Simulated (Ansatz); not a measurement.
`C[BH-](C)[NH2+][SiH3]` → B• + 2 C• + 12 H• + N• + Si•  (atomization)

Gas-phase electronic energies from Ansatz, PBE0-D4/def2-TZVP geometries. CCSD(T)/CBS is the MP2 limit (def2-TZVPP, def2-QZVPP) plus CCSD(T) − MP2 in def2-TZVPP, frozen cores. This one scheme is used for every species, atoms too. For atomizations the MP2-based limit and the directly extrapolated one differ by several kJ/mol either way, and by 10 to 25 for some Ge, Se and Sn compounds, so smaller differences from it don't rank the levels. Functionals use def2-TZVPP. No spin–orbit coupling; open shells (•) take unrestricted orbitals. Spin–orbit coupling would lower the free atoms: a little for B, C, Si. Each species was taken in one conformer, which may not be the lowest.

`C[BH-](C)[NH2+][SiH3]`:

Z-matrix (Å, degrees):
```
C
B 1 1.607
H 1 1.099 2 112.3
H 1 1.097 2 114.0 3 122.4
H 1 1.094 2 110.3 3 -118.4
C 2 1.606 1 116.2 3 53.1
N 2 1.681 1 106.2 3 -66.1
H 2 1.235 1 112.0 3 -176.3
H 6 1.094 2 110.5 1 64.6
H 6 1.098 2 113.6 1 -176.3
H 6 1.099 2 112.5 1 -54.1
Si 7 1.792 2 103.7 1 -100.0
H 7 1.016 2 109.4 1 140.1
H 7 1.016 2 110.0 1 22.6
H 12 1.474 7 108.7 2 52.9
H 12 1.492 7 107.4 2 170.9
H 12 1.476 7 107.5 2 -71.9
```

CCSD(T)/CBS gives +5988.0 kJ/mol.

(1) Another level gave +6007.7 kJ/mol. Which?
A. SCS-MP2/def2-TZVPP
B. r2SCAN0/def2-TZVPP
C. CAM-B3LYP/def2-TZVPP
D. ωB97X-V/def2-TZVPP

Largest T1 diagnostic among the species: 0.014.

Answers

(1) D. ωB97X-V 6007.7, r2SCAN0 5938.9, CAM-B3LYP 6002.3, SCS-MP2/def2-TZVPP 5897.3 kJ/mol.

Leaving LDA and LC-ωPBE aside and taking each functional with its dispersion term where it has one, the values, not all of them listed here, spread over 131.2 kJ/mol, from BHLYP-D4 to PBE-D4. LDA lies +716.9 kJ/mol from PBE without D4, its usual overbinding. From PBE to PBE0 (25 % exact exchange), in def2-TZVPP and without D4, ΔE moves by −42.4 kJ/mol: exact exchange takes away binding that semilocal exchange gives to molecules. The D4 term adds +55.9 kJ/mol with B3LYP and +29.8 kJ/mol with PBE0; it sums over pairs of atoms, weighted by their polarisabilities, and B3LYP, whose exchange is more repulsive, gets the larger term.

B3LYP here is the variant with VWN-RPA as its local correlation; programs differ in this.
